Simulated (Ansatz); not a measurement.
Molecule: MoO₃, charge 0, multiplicity 3. The spin state was set by rule; other spins were not relaxed. SMILES of the parent species: [O]=[Mo](=[O])=[O]
Structure (B3LYP-D3(BJ)/def2-TZVP (Ansatz, an electronic-structure program) minimum search):
```
Mo
O 1 1.6955
O 1 1.6955 2 113.83
O 1 1.8926 2 116.12 3 138.80
```
Charge 0, spin multiplicity 3.

Quantity: atomisation energy (electronic, to ground-state atoms), in kJ/mol. Correlated levels leave the core frozen unless marked. UHF or UKS for open shells. No spin-orbit coupling. Frozen are the shells of the preceding noble gas and the d and f shells that filled before the atom's block. Past Kr the def2 sets carry scalar-relativistic core potentials. The coupled-cluster limit lacks core correlation, which all-electron functionals hold. Basis-set limits of correlation are two-point, X^-3; Hartree-Fock from the larger set. [CCSD(T)-MP2]/basis is that difference in the basis named.

The UHF reference is spin-contaminated (<S^2> 0.59 over the pure value in the largest basis). The T1 diagnostic of CCSD in the largest basis is 0.073, which is high, so the coupled-cluster rows are less sure than usual.

```csv
level,program,atomisation energy (kJ/mol)
BLYP-D3(BJ)/def2-TZVPD,Ansatz + dftd3,___
revPBE-D4/def2-TZVPD,Ansatz + dftd4,1668.0
PBE0-D4/def2-TZVPD,Ansatz + dftd4,1498.7
PBE0/def2-TZVPD,Ansatz,1491.3
HSE06/def2-TZVPD,Ansatz,1494.5
CAM-B3LYP-D4/def2-TZVPD,Ansatz + dftd4,1557.2
LC-wPBE-D3(BJ)/def2-TZVPD,Ansatz + dftd3,1507.8
RPA@PBE/def2-QZVPP,Ansatz,___
CCSD/def2-SVP,Ansatz,1270.1
CCSD/def2-SVPD,Ansatz,1303.9
"RI-MP2/CBS(def2-TZVPP,def2-QZVPP)+[CCSD(T)-MP2]/def2-TZVPP",Ansatz,___
```

**Question.** What belongs in the gaps?

**Answer.** 
- BLYP-D3(BJ)/def2-TZVPD, atomisation energy (kJ/mol): 1746.9
- RPA@PBE/def2-QZVPP, atomisation energy (kJ/mol): 1446.4
- RI-MP2/CBS(def2-TZVPP,def2-QZVPP)+[CCSD(T)-MP2]/def2-TZVPP, atomisation energy (kJ/mol): 1559.6
